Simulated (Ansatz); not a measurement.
`C[C@]1(Cl)[SiH2][C@@H]1F`, relaxed with RKS PBE-D4/def2-SVP in the Gaussian-basis code of Ansatz from a rough embedded geometry. The force threshold is 0.03 eV/Å; the program also tests the step.

The species carries charge 0 and has multiplicity 1.

Start:

```xyz
12

C     1.243   -0.835   -0.168
C    -0.026   -0.131   -0.550
Cl   -0.254    0.070   -2.295
Si   -0.475    1.477    0.473
C    -1.251   -0.217    0.278
F    -1.253   -1.101    1.364
H     1.172   -1.865   -0.594
H     1.279   -0.972    0.914
H     2.093   -0.367   -0.481
H    -0.890    2.555   -0.335
H     0.597    1.609    1.555
H    -2.235   -0.222   -0.162
```

| step | energy (eV) | largest force (eV/Å) | largest move (Å) |
| --- | --- | --- | --- |
| 1 | -26297.2659 | 3.376 | 0.000 |
| 2 | -26297.6948 | 0.962 | 0.189 |
| 3 | -26297.7724 | 0.520 | 0.100 |
| 4 (rejected) | -26297.7410 | 0.571 | 0.200 |
| 5 | -26297.7855 | 0.196 | 0.100 |
| 6 | -26297.7918 | 0.083 | 0.071 |
| 7 | -26297.7925 | 0.024 | 0.009 |

End:

```xyz
12

C     1.221   -0.895   -0.163
C     0.030   -0.047   -0.559
Cl   -0.262   -0.056   -2.339
Si   -0.386    1.500    0.475
C    -1.230   -0.199    0.296
F    -1.223   -1.180    1.258
H     1.052   -1.952   -0.459
H     1.370   -0.875    0.936
H     2.145   -0.531   -0.652
H    -1.053    2.682   -0.149
H     0.508    1.756    1.646
H    -2.172   -0.203   -0.289
```

It took 18 s on 2 threads of an AMD EPYC 7R13 on a shared host, with 0.23 GiB of host memory at the peak.
